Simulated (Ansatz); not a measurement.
Cl2Sr, charge +1, doublet, at a GFN2-xTB geometry (such geometries of metal compounds can be far from the true shape) (a state made from the parent by changing its charge; the spin is typed, not shown lowest) (core potentials on Sr); WB97M-V/def2-TZVP run with Ansatz (an electronic-structure program).

Ansatz was given this input:
Ansatz 0.2 input:
```yaml
crystal:
  periodic: [false, false, false]
  atoms:
    - {symbol: Sr, position_ang: [0.42538366, -0.91903218, 0.19248417]}
    - {symbol: Cl, position_ang: [0.49296414, 1.27448702, -1.17433119]}
    - {symbol: Cl, position_ang: [-1.44382173, 0.77982020, 0.74407246]}
basis:
  gaussian:
    orbitals: def2-TZVP
hamiltonian:
  xc: {name: wB97M-V}
total_charge: 1
magnetization: {spin_polarized: true, initial_magnetization: 1}
accuracy: high
```

### Question
What does Ansatz print? Leave out banner, timings and long lists.

### Answer

```
Functional definition: wB97M-V
1734 factors; integrals over basis functions are off by at most 4.1e-9 eV
423 factors; integrals over basis functions are off by at most 1.5e-9 eV
mean field evaluation 1: about -25870.8538 eV, gradient 2.5e1 eV
mean field evaluation 2: about -25873.1279 eV, gradient 1.8e1 eV
mean field evaluation 4: about -25874.2671 eV, gradient 3.3e-1 eV
mean field evaluation 8: about -25874.3625 eV, gradient 3.2e-2 eV
mean field evaluation 16: about -25874.3626 eV, gradient 3.5e-4 eV
mean field -25874.36258860 eV, -950.8652868583 hartree, gradient 7.0e-8 eV, S^2 0.755638; 1 other end points of the search recorded, 0 dependent functions left out
reference -25874.36259711 eV, -950.8652871710 hartree; 22, 21 occupied and 85, 86 virtual orbitals, 1734 factors
Total energy: -25874.36259711 eV, -950.8652871710 hartree
```
